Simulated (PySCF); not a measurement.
C3H9BOSi, SMILES B[SiH2]CC(C)=O, GFN2-xTB optimised geometry.

```
15

B     -2.23    -2.89    -1.83
Si    -1.06    -1.33    -1.88
C     -0.77    -0.81    -0.04
C     -0.14     0.54     0.00
C      1.37     0.54     0.00
O     -0.79     1.56     0.00
H     -1.80    -3.98    -1.74
H     -3.39    -2.79    -1.86
H      0.30    -1.53    -2.43
H     -1.55    -0.13    -2.58
H     -1.74    -0.78     0.46
H     -0.15    -1.56     0.45
H      1.73     0.14     0.95
H      1.74    -0.10    -0.80
H      1.74     1.55    -0.13
```

Density from PySCF 2.14.0 with B3LYP/def2-TZVP at that geometry.

Minimum of the electron density along straight lines between bonded atoms, close to the bond critical point (lines longer than 1.1 times the sum of covalent radii, or with two minima, are not listed):

```
bond     length / Å  ρ at the minimum / e bohr⁻³  ∇²ρ there / e bohr⁻⁵  position (fraction from the first atom)
-------  ----------  ---------------------------  --------------------  ---------------------------------------
B1–Si2        1.956                        0.121                 -0.02                                     0.61
Si2–C3        1.940                        0.105                  0.12                                     0.39
C3–C4         1.486                        0.271                 -0.72                                     0.49
C4–C5         1.511                        0.261                 -0.69                                     0.51
C4–O6         1.209                        0.425                 -0.18                                     0.34
B1–H7         1.170                        0.194                 -0.39                                     0.44
B1–H8         1.169                        0.194                 -0.39                                     0.44
Si2–H9        1.480                        0.121                  0.17                                     0.49
Si2–H10       1.470                        0.124                  0.18                                     0.49
C3–H11        1.089                        0.278                 -0.94                                     0.64
C3–H12        1.088                        0.278                 -0.94                                     0.64
C5–H13        1.089                        0.277                 -0.94                                     0.64
C5–H14        1.087                        0.280                 -0.96                                     0.64
C5–H15        1.087                        0.283                 -0.99                                     0.64
```
